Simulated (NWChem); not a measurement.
System: C$_{2}$H$_{3}$BrF$_{2}$; SMILES CC(F)(F)Br

NWChem printed, in part:

```
             Northwest Computational Chemistry Package (NWChem) 7.3.0
             --------------------------------------------------------

 CS  symmetry detected

                             Geometry "geometry" -> ""
                             -------------------------

 Output coordinates in angstroms (scale by  1.889725989 to convert to a.u.)

  No.       Tag          Charge          X              Y              Z
 ---- ---------------- ---------- -------------- -------------- --------------
    1 C                    6.0000    -1.39113385    -1.35817126     0.00000000
    2 C                    6.0000     0.01077656    -0.82389780     0.00000000
    3 F                    9.0000     0.68423776    -1.23814273    -1.07705000
    4 F                    9.0000     0.68423776    -1.23814273     1.07705000
    5 Br                  35.0000     0.03286674     1.13923967     0.00000000
    6 H                    1.0000    -1.92456315    -1.01859982    -0.89600300
    7 H                    1.0000    -1.92456315    -1.01859982     0.89600300
    8 H                    1.0000    -1.33534567    -2.45720536     0.00000000

 Effective nuclear repulsion energy (a.u.)     360.1719204649

      Symmetry information
      --------------------

 Group name             Cs
 Group number              2
 Group order               2
 No. of unique centers     6

                                 NWChem DFT Module
                                 -----------------

 Summary of "ao basis" -> "ao basis" (spherical)
 ------------------------------------------------------------------------------
       Tag                 Description            Shells   Functions and Types
 ---------------- ------------------------------  ------  ---------------------
 C                          def2-svp                 6       14   3s2p1d
 F                          def2-svp                 6       14   3s2p1d
 Br                         def2-svp                12       32   5s4p3d
 H                          def2-svp                 3        5   2s1p

      Symmetry analysis of basis
      --------------------------

        a'         65
        a"         38

            General Information
            -------------------
          SCF calculation type: DFT
          Wavefunction type:  closed shell.
          No. of atoms     :     8
          No. of electrons :    68
           Alpha electrons :    34
            Beta electrons :    34
          Charge           :     0
          Spin multiplicity:     1
          Use of symmetry is: on ; symmetry adaption is: on
          Maximum number of iterations: 150
          AO basis - number of functions:   103
                     number of shells:    45
          Convergence on energy requested:  1.00D-06
          Convergence on density requested:  1.00D-05
          Convergence on gradient requested:  5.00D-04

              XC Information
              --------------
                        Slater Exchange Functional  1.000 local
            Perdew 1991 LDA Correlation Functional  1.000 local

             Grid Information
             ----------------
          Grid used for XC integration:  medium
          Radial quadrature: Mura-Knowles
          Angular quadrature: Lebedev.
          Tag              B.-S. Rad. Rad. Pts. Rad. Cut. Ang. Pts.
          ---              ---------- --------- --------- ---------
          C                   0.70       49           8.0       434
          F                   0.50       49           9.0       434
          Br                  1.15      112          10.0       590
          H                   0.35       45          10.0       434
          Grid pruning is: on
          Number of quadrature shells:   349
          Spatial weights used:  Erf1

      Superposition of Atomic Density Guess
      -------------------------------------

 Sum of atomic energies:       -2847.41828933

      Non-variational initial energy
      ------------------------------

 Total energy =   -2849.242970
 1-e energy   =   -4680.595974
 2-e energy   =    1471.181083
 HOMO         =      -0.372139
 LUMO         =       0.084881

      Symmetry analysis of molecular orbitals - initial
      -------------------------------------------------

  Numbering of irreducible representations:

     1 a'          2 a"

  Orbital symmetries:

     1 a'          2 a'          3 a'          4 a'          5 a"
     6 a'          7 a"          8 a'          9 a'         10 a'
    11 a'         12 a'         13 a"         14 a'         15 a'
    16 a"         17 a'         18 a"         19 a'         20 a"
    21 a'         22 a'         23 a'         24 a"         25 a'
    26 a'         27 a"         28 a"         29 a'         30 a"
    31 a'         32 a'         33 a"         34 a'         35 a'
    36 a'         37 a"         38 a'         39 a"         40 a'
    41 a'         42 a'         43 a'         44 a'

     ---------------------------------------------
      Total Density - Mulliken Population Analysis
     ---------------------------------------------

    Atom       Charge   Shell Charges
 -----------   ------   -------------------------------------------------------
    1 C    6     6.27   1.99  0.97  0.18  2.09  1.02  0.02
    2 C    6     4.93   1.99  0.84  0.23  1.24  0.52  0.11
    3 F    9     9.40   1.99  1.14  0.77  3.45  2.04  0.00
    4 F    9     9.40   1.99  1.14  0.77  3.45  2.04  0.00
    5 Br  35    35.34   2.00  2.00  2.00  1.37  0.58  6.00  5.99  2.39  2.99  8.23  1.73  0.06
    6 H    1     0.89   0.66  0.20  0.03
    7 H    1     0.89   0.66  0.20  0.03
    8 H    1     0.89   0.66  0.20  0.03

   convergence    iter        energy       DeltaE   RMS-Dens  Diis-err
 ---------------- ----- ----------------- --------- --------- ---------
 d= 0,ls=0.0,diis     1  -2845.6004434083 -3.21D+03  2.29D-02  2.16D+00
 d= 0,ls=0.0,diis     2  -2845.0692248035  5.31D-01  1.62D-02  7.52D+00
 d= 0,ls=0.0,diis     3  -2845.7843649066 -7.15D-01  3.19D-03  7.23D-02
 d= 0,ls=0.0,diis     4  -2845.7909830500 -6.62D-03  1.64D-03  1.31D-02
 d= 0,ls=0.0,diis     5  -2845.7927943679 -1.81D-03  4.38D-04  3.47D-03
  Resetting Diis
 d= 0,ls=0.0,diis     6  -2845.7931391499 -3.45D-04  6.70D-05  5.14D-05
 d= 0,ls=0.0,diis     7  -2845.7931441055 -4.96D-06  5.46D-05  6.41D-06
 d= 0,ls=0.0,diis     8  -2845.7931424670  1.64D-06  3.50D-05  2.13D-05
 d= 0,ls=0.0,diis     9  -2845.7931448656 -2.40D-06  2.69D-06  1.50D-07
 d= 0,ls=0.0,diis    10  -2845.7931448765 -1.10D-08  1.08D-06  1.12D-08

         Total DFT energy =    -2845.793144876516
      One electron energy =    -4681.489697544916
           Coulomb energy =     1594.096533197717
    Exchange-Corr. energy =     -118.571900994242
 Nuclear repulsion energy =      360.171920464925

 Numeric. integr. density =       67.999987421044

                  Occupations of the irreducible representations
                  ----------------------------------------------

                     irrep           alpha         beta
                     --------     --------     --------
                     a'               23.0         23.0
                     a"               11.0         11.0

                       DFT Final Molecular Orbital Analysis
                       ------------------------------------

 Vector   32  Occ=2.000000D+00  E=-3.104118D-01  Symmetry=a'
              MO Center=  7.4D-02, -3.9D-01, -7.3D-12, r^2= 3.1D+00
   Bfn.  Coefficient  Atom+Function         Bfn.  Coefficient  Atom+Function
  ----- ------------  ---------------      ----- ------------  ---------------
    69      0.350187  5 Br py                72      0.335929  5 Br py
    33     -0.275540  3 F  py                47     -0.275540  4 F  py
     3      0.225398  1 C  s                 66     -0.225925  5 Br py
     4      0.224776  1 C  px                19     -0.220295  2 C  py
    36      0.189688  3 F  py                50      0.189688  4 F  py

 Vector   33  Occ=2.000000D+00  E=-2.607612D-01  Symmetry=a"
              MO Center=  4.7D-02,  9.7D-01, -7.3D-11, r^2= 1.8D+00
   Bfn.  Coefficient  Atom+Function         Bfn.  Coefficient  Atom+Function
  ----- ------------  ---------------      ----- ------------  ---------------
    73      0.580896  5 Br pz                70      0.534279  5 Br pz
    67     -0.354048  5 Br pz                33     -0.125511  3 F  py
    47      0.125511  4 F  py                64      0.115336  5 Br pz
    36      0.088464  3 F  py                50     -0.088464  4 F  py
    23      0.070437  2 C  pz                 9     -0.057361  1 C  pz

 Vector   34  Occ=2.000000D+00  E=-2.603472D-01  Symmetry=a'
              MO Center= -5.0D-03,  9.8D-01,  8.0D-11, r^2= 1.9D+00
   Bfn.  Coefficient  Atom+Function         Bfn.  Coefficient  Atom+Function
  ----- ------------  ---------------      ----- ------------  ---------------
    71      0.592490  5 Br px                68      0.535210  5 Br px
    65     -0.355520  5 Br px                62      0.115825  5 Br px
     3      0.113112  1 C  s                  5      0.097420  1 C  py
    99     -0.088613  8 H  s                100     -0.078117  8 H  s
    33      0.058674  3 F  py                47      0.058674  4 F  py

 Vector   35  Occ=0.000000D+00  E=-4.975612D-02  Symmetry=a'
              MO Center= -4.4D-02,  2.8D-01,  1.2D-14, r^2= 2.7D+00
   Bfn.  Coefficient  Atom+Function         Bfn.  Coefficient  Atom+Function
  ----- ------------  ---------------      ----- ------------  ---------------
    72      0.835190  5 Br py                17      0.776695  2 C  s
    19      0.551450  2 C  py                22      0.551356  2 C  py
    61     -0.473568  5 Br s                 69      0.325874  5 Br py
    16      0.318515  2 C  s                100      0.231580  8 H  s
    66     -0.226996  5 Br py                 7     -0.203201  1 C  px

[...]
```

Level: LDA (Slater exchange, PW92)/def2-SVP. Coordinates come from a PBE0/def2-SVP optimisation.

Problem. Which NWChem input produces such a log?

Solution. One answer among several that fit: the input that was run:
```
start job
memory heap 200 mb stack 900 mb global 1100 mb
geometry units angstroms noautoz
  C     -1.398556    -1.357686     0.000000
  C      0.005291    -0.828522     0.000000
  F      0.677239    -1.245217    -1.077050
  F      0.677239    -1.245217     1.077050
  Br     0.034531     1.134522     0.000000
  H     -1.930745    -1.016174    -0.896003
  H     -1.930745    -1.016174     0.896003
  H     -1.346771    -2.456916     0.000000
end
basis spherical
  C library def2-svp
  F library def2-svp
  Br library def2-svp
  H library def2-svp
end
dft
  xc slater pw91lda
  iterations 150
  mulliken
end
task dft energy
```
